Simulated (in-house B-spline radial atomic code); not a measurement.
Successive ionisation energies of platinum; each step leads to the configuration of the next row (after the last: bare). Dirac energy differences include first-order Breit, QED and recoil terms. NIST's values go from ground level to ground level; the uncertainty of those that are theory runs from under 0.1 % in few-electron ions to several per cent in heavy many-electron ones. Computed with a B-spline radial code for spherical atoms: Dirac-Hartree-Fock, average of the configuration, finite nuclei.

```tsv
ion	configuration	ionisation energy (eV)	tabulated value (eV)	tabulated kind	computed minus tabulated (eV)	highest orbital	largest mean radius (bohr)
Pt63+	[Ne] 3s2 3p3	7074.1	6918	tabulated theory	156	3p3/2	0.17416
Pt64+	[Ne] 3s2 3p2	7211.6	7512	tabulated theory	-300	3p3/2	0.17333
Pt65+	[Ne] 3s2 3p1	?	?	tabulated theory	?	?	?
Pt66+	[Ne] 3s2	7957.5	7960	tabulated theory	-2	3s1/2	0.17096
Pt67+	[Ne] 3s1	8100.5	8100	tabulated theory	1	3s1/2	0.17027
Pt68+	[He] 2s2 2p6	18130.1	17540	tabulated theory	590	2p3/2	0.070512
Pt69+	[He] 2s2 2p5	?	?	tabulated theory	?	?	?
Pt70+	[He] 2s2 2p4	18881.1	18280	tabulated theory	601	2p3/2	0.069926
Pt71+	[He] 2s2 2p3	19261.8	18630	tabulated theory	632	2p3/2	0.069635
Pt72+	[He] 2s2 2p2	19645.9	20840	tabulated theory	-1194	2p3/2	0.069346
Pt73+	[He] 2s2 2p1	?	?	tabulated theory	?	?	?
Pt74+	[He] 2s2	21842.2	21840	tabulated theory	2	2s1/2	0.068772
Pt75+	[He] 2s1	22205.1	22205.7	tabulated theory	-1	2s1/2	0.068487
Pt76+	1s2	88949.7	88955.1	tabulated theory	-5	1s1/2	0.017059
Pt77+	1s1	90659.3	90659.84	tabulated theory	-1	1s1/2	0.016961
```

(1) Fill in the row of Pt65+.

(2) Fill in the row of Pt69+.

(3) Fill in the row of Pt73+.

(4) Where is the largest jump?

Where a p, d or f electron is removed, the computed value is a mean over both j, so it misses the tabulated one by a part of the spin-orbit splitting; averaging over terms and missing correlation add to the gap, relatively most at low charge.

Answers

(1) ionisation energy (eV): 7350.1; tabulated value (eV): 7660; computed minus tabulated (eV): -310; highest orbital: 3p3/2; largest mean radius (bohr): 0.17252.

(2) ionisation energy (eV): 18503.9; tabulated value (eV): 17890; computed minus tabulated (eV): 614; highest orbital: 2p3/2; largest mean radius (bohr): 0.070218.

(3) ionisation energy (eV): 20033.5; tabulated value (eV): 21280; computed minus tabulated (eV): -1247; highest orbital: 2p3/2; largest mean radius (bohr): 0.069058.

(4) From Pt75+ to Pt76+, by a factor of 4.01 (22205 to 88950 eV); the highest orbital goes from 2s1/2 to 1s1/2.
